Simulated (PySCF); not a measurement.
Values are calculated unless marked as measured or tabulated.
**AlSi2BH3O7(-)**

The system: AlSi2BH3O7(-), a molecule drawn as a unit of a network glass or zeolite (built as: B3 Al Si Si, H ends, O bridges); charge -1, singlet. The structure, one conformer, was relaxed in the gas phase by PBE0-D3(BJ)/def2-SVP. No frequency run checks that it is a minimum.

SMILES: [OH][Al-]12[O]B3O[SiH](O[SiH](O3)[O]1)[O]2

```xyz
14

O     1.614   -1.051   -2.591
Al    0.774   -0.525   -1.173
O     0.246   -1.814   -0.035
Si   -0.397   -1.224    1.342
O    -1.759   -0.308    0.951
Si   -1.377    1.002   -0.040
O    -0.736    0.440   -1.428
O    -0.159    1.806    0.808
B     0.862    0.842    0.937
O     0.678   -0.091    1.979
O     1.707    0.591   -0.073
H     1.944   -0.347   -3.152
H    -0.743   -2.241    2.363
H    -2.561    1.880   -0.198
```
(Å; atoms numbered from 1)

Shieldings: GIAO PBE0/aug-pcSseg-1.  Core levels by delta-SCF with SCAN, aug-pcX-2 on the ionised atom and aug-pcseg-1 elsewhere, spin-free X2C; from the vacuum level, for chosen atoms.

Q: Give the shieldings and core levels atom by atom.

A: 
```csv
atoms,bonded to,σ (ppm),δ (ppm),core level (eV)
O1,1 Al + 1 H,318.8,-,1s 533.82
Al2,4 O,498.1,-,-
O3,1 Al + 1 Si,200.5,-,-
Si4,3 O + 1 H,399.4,-,-
O5,2 Si,174.5,-,-
Si6,3 O + 1 H,399.7,-,-
O7,1 Al + 1 Si,194.4,-,-
O8,1 B + 1 Si,140.3,-,1s 533.57
B9,3 O,77.6,-,1s 193.88
O10,1 B + 1 Si,140.0,-,1s 533.57
O11,1 Al + 1 B,128.5,-,1s 532.78
H12,1 O,32.06,-,-
H13,1 Si,26.52,-,-
H14,1 Si,26.52,-,-
```

Values are those of this one static structure; atoms that internal rotation interchanges would show their mean in an NMR spectrum.

Q: Which of O1, O8, O10, O11 holds its core electrons tightest, and by how much against the loosest?

A: O1 (bonded to 1 Al + 1 H), by 1.05 eV over O11 (bonded to 1 Al + 1 B).

Q: By CAM-B3LYP/def2-SVPD (TDDFT singlets, Tamm-Dancoff triplets, ionisation by delta-SCF), where does absorption start, and what does vertical ionisation take?

A: The lowest singlet lies at 6.56 eV (f 0.003), the strongest of the first 6 at 6.84 eV (f 0.028), the lowest triplet at 6.36 eV; vertical ionisation takes 6.32 eV.

Excited states of gas-phase anions may lie above the detachment limit and hang on the basis.

The 3 runs behind this took 17 min in all, one thread each of Intel Xeon Platinum 8259CL on a shared host, launched as `OMP_NUM_THREADS=1 python cluster_run.py task.json out`.
